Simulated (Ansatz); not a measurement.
The C1–I2 bond of CH3I (SMILES CI) is stretched (multiplicity 1, the rest rigid).
Geometry at rest (charge 0, multiplicity 1):
```json
[
 {"atom": "C", "x (Å)": "-1.8269", "y (Å)": "-0.0363", "z (Å)": "-0.0411"},
 {"atom": "I", "x (Å)": "0.3286", "y (Å)": "0.0065", "z (Å)": "0.0074"},
 {"atom": "H", "x (Å)": "-2.1203", "y (Å)": "-0.8439", "z (Å)": "-0.7016"},
 {"atom": "H", "x (Å)": "-2.1705", "y (Å)": "-0.2081", "z (Å)": "0.9724"},
 {"atom": "H", "x (Å)": "-2.1618", "y (Å)": "0.9240", "z (Å)": "-0.4159"}
]
```

Cores are frozen in the correlated methods. Filled d and f shells under p-block atoms count as core.

Codes used: Ansatz (a first-principles code) with Gaussian orbitals. Values without a source in brackets are computed. In def2 rows elements past Kr take small-core potentials, without spin–orbit coupling.

FIC-MRCISD+Q on CASSCF(6,4)/def2-TZVPP, total energies (hartree):

```csv
R (Å),CASSCF,MRCISD,weight c² of the reference
2.156,-336.309823,-336.613830,0.89628
3.774,-336.228087,-336.517817,0.89650
6.901,-336.222069,-336.510314,0.89710
```

Q: Add the Davidson correction (E_MRCISD − E_CASSCF)(1 − c²)/c² and give the energies above the first point at the three levels.

A: 
Corrections (hartree): -0.035182, -0.033449, -0.033064. Above the first point (kcal/mol):
- R = 3.774 Å: CASSCF 51.3, MRCISD 60.2, with the correction 61.3
- R = 6.901 Å: CASSCF 55.1, MRCISD 65.0, with the correction 66.3

Doubts at one or more of the structures used: active orbitals that take no part (FIC-MRCISD+Q on CASSCF(6,4)/def2-TZVPP).
